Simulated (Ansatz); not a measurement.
Steps of a relaxation of F6InP (`F[P+](F)(F)[In-]([F])([F])[F]`) with RKS PBE0-D4/def2-TZVP.

```sh
$ ansatz run in.yaml --threads 4 --pin off --events-out ev --progress --plain --max-ram 11315MiB
```

```yaml
crystal:
  periodic: [false, false, false]
  atoms:
    - {symbol: F, position_ang: [1.074090, -1.799120, 1.440260]}
    - {symbol: P, position_ang: [0.675720, -0.770440, 0.297800]}
    - {symbol: F, position_ang: [0.722060, -1.822890, -0.855150]}
    - {symbol: F, position_ang: [2.119030, -0.201650, 0.118690]}
    - {symbol: In, position_ang: [-1.150750, 1.110250, -0.177740]}
    - {symbol: F, position_ang: [-0.821000, 2.592800, 1.051960]}
    - {symbol: F, position_ang: [0.233760, 0.728580, -1.564410]}
    - {symbol: F, position_ang: [-2.852920, 0.162470, -0.311410]}
basis:
  gaussian: {orbitals: def2-TZVP}
hamiltonian: {xc: pbe0, dispersion: d4}
relax: {f_tol: 0.005, max_steps: 150}
```

Positions (Å) and forces (eV/Å) along the path, 17 of 18 steps:

```xyz
8
step=1 energy=-30757.9191 eV
F     1.074   -1.799    1.440   -0.818    0.847   -0.250
P     0.676   -0.770    0.298    2.579   -2.083   -0.216
F     0.722   -1.823   -0.855   -0.619    0.529    0.307
F     2.119   -0.202    0.119   -0.742    0.357    0.195
In   -1.151    1.110   -0.178   -0.400    0.221    0.284
F    -0.821    2.593    1.052   -0.156   -0.481   -0.496
F     0.234    0.729   -1.564   -0.381    0.221    0.182
F    -2.853    0.162   -0.311    0.537    0.389   -0.008
8
step=2 energy=-30758.0528 eV
F     1.041   -1.784    1.470   -0.324    0.591   -0.493
P     0.769   -0.810    0.249    0.947   -1.179    0.535
F     0.788   -1.895   -0.866   -0.232    0.470    0.172
F     2.219   -0.264    0.114   -0.526    0.128   -0.037
In   -1.193    1.121   -0.140    0.146   -0.153    0.017
F    -0.894    2.623    1.029   -0.025   -0.078   -0.070
F     0.168    0.770   -1.537   -0.088    0.153   -0.129
F    -2.898    0.240   -0.319    0.102    0.069    0.005
8
step=4 energy=-30758.1378 eV
F     1.012   -1.775    1.514   -0.049    0.025    0.038
P     0.787   -0.851    0.290   -0.030   -0.018    0.068
F     0.770   -1.909   -0.829    0.019    0.039   -0.038
F     2.205   -0.264    0.146   -0.009    0.006   -0.054
In   -1.138    1.091   -0.173    0.149   -0.018   -0.198
F    -0.873    2.555    1.048    0.036    0.014    0.066
F     0.090    0.929   -1.701   -0.084    0.016    0.098
F    -2.853    0.224   -0.295   -0.031   -0.064    0.019
8
step=5 energy=-30758.1491 eV
F     0.953   -1.737    1.547   -0.020    0.056   -0.063
P     0.778   -0.844    0.291   -0.062   -0.009    0.107
F     0.771   -1.921   -0.810    0.057   -0.002   -0.011
F     2.203   -0.274    0.163    0.023   -0.041   -0.034
In   -1.119    1.099   -0.219    0.046   -0.004   -0.063
F    -0.824    2.489    1.082    0.027    0.039    0.047
F     0.045    1.018   -1.788   -0.025    0.007    0.021
F    -2.807    0.170   -0.266   -0.046   -0.046   -0.004
8
step=6 energy=-30758.1521 eV
F     0.886   -1.684    1.559   -0.019   -0.050    0.114
P     0.785   -0.837    0.271    0.055   -0.040   -0.014
F     0.806   -1.954   -0.790   -0.015    0.043   -0.027
F     2.232   -0.313    0.177   -0.029    0.030   -0.034
In   -1.119    1.103   -0.229    0.030    0.021   -0.089
F    -0.792    2.459    1.104    0.010    0.005    0.028
F    -0.010    1.090   -1.836   -0.022    0.012    0.011
F    -2.788    0.135   -0.255   -0.010   -0.021    0.011
8
step=7 energy=-30758.1575 eV
F     0.831   -1.656    1.593   -0.030    0.012    0.023
P     0.787   -0.844    0.279    0.053   -0.045   -0.003
F     0.825   -1.986   -0.755   -0.026    0.000   -0.019
F     2.245   -0.348    0.210    0.002    0.033    0.000
In   -1.103    1.117   -0.276   -0.018    0.027   -0.021
F    -0.744    2.400    1.124    0.006   -0.026   -0.017
F    -0.104    1.232   -1.942   -0.018   -0.004    0.035
F    -2.737    0.085   -0.233    0.031    0.003    0.001
8
step=8 energy=-30758.1555 eV rejected
F     0.745   -1.599    1.624    0.024    0.099   -0.206
P     0.787   -0.841    0.273    0.017   -0.068    0.092
F     0.843   -2.020   -0.720   -0.029   -0.013    0.046
F     2.259   -0.382    0.243   -0.017   -0.002    0.051
In   -1.093    1.138   -0.328    0.044   -0.021   -0.020
F    -0.676    2.322    1.154   -0.035   -0.088   -0.154
F    -0.197    1.372   -2.043   -0.133   -0.016    0.226
F    -2.668    0.010   -0.203    0.130    0.109   -0.036
8
step=9 energy=-30758.1589 eV
F     0.794   -1.630    1.604   -0.003    0.008   -0.009
P     0.785   -0.841    0.276   -0.001    0.002    0.002
F     0.828   -1.997   -0.742   -0.009   -0.026   -0.007
F     2.248   -0.358    0.223    0.022    0.010    0.014
In   -1.099    1.126   -0.297   -0.003   -0.019    0.033
F    -0.713    2.364    1.135    0.001    0.009   -0.005
F    -0.139    1.284   -1.977   -0.002    0.013   -0.019
F    -2.704    0.051   -0.221   -0.005    0.003   -0.009
8
step=10 energy=-30758.1598 eV
F     0.759   -1.607    1.617    0.011    0.053   -0.107
P     0.791   -0.844    0.273    0.034   -0.053    0.041
F     0.843   -2.019   -0.725   -0.019    0.003    0.033
F     2.261   -0.379    0.239   -0.023   -0.003    0.029
In   -1.090    1.126   -0.312    0.002    0.017   -0.026
F    -0.691    2.340    1.141    0.003   -0.020   -0.027
F    -0.191    1.353   -2.019   -0.035   -0.008    0.065
F    -2.682    0.031   -0.214    0.027    0.011   -0.009
8
step=11 energy=-30758.1602 eV
F     0.746   -1.596    1.618    0.018    0.044   -0.102
P     0.792   -0.842    0.268    0.016   -0.044    0.050
F     0.847   -2.025   -0.721   -0.015    0.003    0.030
F     2.265   -0.385    0.243   -0.021   -0.004    0.025
In   -1.092    1.128   -0.315    0.009    0.002   -0.012
F    -0.682    2.332    1.144    0.000   -0.015   -0.024
F    -0.202    1.365   -2.024   -0.028    0.000    0.041
F    -2.676    0.023   -0.213    0.022    0.013   -0.008
8
step=12 energy=-30758.1608 eV
F     0.726   -1.580    1.623    0.019    0.042   -0.101
P     0.793   -0.842    0.266    0.006   -0.039    0.054
F     0.852   -2.036   -0.709   -0.010    0.004    0.028
F     2.269   -0.394    0.255   -0.019   -0.006    0.021
In   -1.090    1.132   -0.325    0.012   -0.010    0.003
F    -0.659    2.311    1.147   -0.003   -0.006   -0.014
F    -0.234    1.404   -2.043   -0.014    0.005    0.013
F    -2.658    0.005   -0.213    0.008    0.009   -0.005
8
step=13 energy=-30758.1614 eV
F     0.692   -1.553    1.631    0.015    0.049   -0.109
P     0.796   -0.842    0.262    0.022   -0.064    0.070
F     0.863   -2.056   -0.688   -0.008    0.025    0.031
F     2.277   -0.410    0.275   -0.032   -0.007    0.009
In   -1.083    1.133   -0.340    0.019    0.002   -0.018
F    -0.623    2.279    1.150   -0.006   -0.009   -0.012
F    -0.291    1.471   -2.076   -0.015   -0.002    0.027
F    -2.630   -0.021   -0.214    0.005    0.006    0.001
8
step=14 energy=-30758.1616 eV
F     0.681   -1.544    1.633    0.010    0.046   -0.097
P     0.797   -0.843    0.261    0.029   -0.071    0.068
F     0.865   -2.064   -0.680   -0.007    0.029    0.027
F     2.279   -0.416    0.283   -0.032   -0.005    0.004
In   -1.079    1.133   -0.346   -0.001    0.001   -0.006
F    -0.611    2.268    1.149    0.002    0.003    0.007
F    -0.313    1.495   -2.086    0.003    0.001   -0.006
F    -2.620   -0.029   -0.214   -0.003   -0.004    0.003
8
step=15 energy=-30758.1617 eV
F     0.664   -1.531    1.636    0.001    0.029   -0.056
P     0.795   -0.841    0.261    0.022   -0.049    0.040
F     0.866   -2.071   -0.669   -0.003    0.022    0.016
F     2.280   -0.422    0.293   -0.018   -0.003   -0.002
In   -1.075    1.136   -0.356    0.013   -0.007   -0.016
F    -0.591    2.249    1.151   -0.003    0.007    0.002
F    -0.339    1.528   -2.102   -0.009   -0.002    0.016
F    -2.600   -0.047   -0.212   -0.003    0.003   -0.001
8
step=16 energy=-30758.1618 eV
F     0.665   -1.531    1.634   -0.003    0.010   -0.015
P     0.798   -0.843    0.259    0.010   -0.021    0.017
F     0.867   -2.073   -0.670   -0.002    0.012    0.003
F     2.282   -0.425    0.292   -0.007    0.002   -0.005
In   -1.074    1.134   -0.355   -0.003    0.003    0.010
F    -0.598    2.254    1.151   -0.002   -0.007   -0.008
F    -0.338    1.527   -2.100    0.002    0.000   -0.002
F    -2.602   -0.044   -0.211    0.005    0.002    0.000
8
step=17 energy=-30758.1618 eV
F     0.664   -1.531    1.634    0.004   -0.004    0.000
P     0.796   -0.842    0.260   -0.006    0.006   -0.002
F     0.863   -2.069   -0.672    0.004   -0.003    0.002
F     2.281   -0.424    0.291    0.002   -0.005    0.001
In   -1.072    1.133   -0.353   -0.004    0.005   -0.001
F    -0.599    2.256    1.150   -0.001   -0.001   -0.002
F    -0.335    1.524   -2.099   -0.001   -0.001    0.002
F    -2.599   -0.047   -0.211    0.002    0.001    0.000
8
step=18 energy=-30758.1618 eV
F     0.666   -1.534    1.633    0.001   -0.001    0.001
P     0.797   -0.843    0.261   -0.004    0.004   -0.001
F     0.863   -2.069   -0.672    0.000   -0.001    0.000
F     2.282   -0.426    0.291    0.001    0.000    0.000
In   -1.073    1.135   -0.353    0.001   -0.001    0.001
F    -0.602    2.260    1.149    0.000    0.000    0.001
F    -0.335    1.524   -2.099    0.001    0.000   -0.001
F    -2.599   -0.047   -0.210    0.000   -0.001    0.000
```

It took 48 s on 4 threads of an AMD EPYC 9R45 on a shared host, with 1 GiB of host memory at the peak.
